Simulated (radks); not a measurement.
Exchange energies: the exact (Fock) value of the Kohn-Sham orbitals and density-functional approximations, as 100 (|E| - |E exact|)/|E exact|, negative where the magnitude is too small. Species: Ir4+ [Xe] 4f14 5d5; Te45+ [He] 2s2 2p3. Method: non-relativistic Kohn-Sham, exchange-only PBE, spin-polarised, spherical densities, point nucleus; computed with a radial shooting solver on a logarithmic mesh with Libxc functionals. Every spin shell is full or empty, so the densities are truly spherical. Functionals are evaluated on that one density, not self-consistently.

functional,Ir4+,Te45+
exact (hartree),-322.611,-64.4366
LDA,-3.84,-9.49
revPBE,-0.21,-0.32
PW86,-0.33,+0.07
SOGGA,-1.79,-4.31
G96,+0.51,-0.09
EV93,-0.44,+1.80
Tao-Mo,-0.79,-0.30
TASK,-1.81,-2.52
MVS,+0.11,-0.48
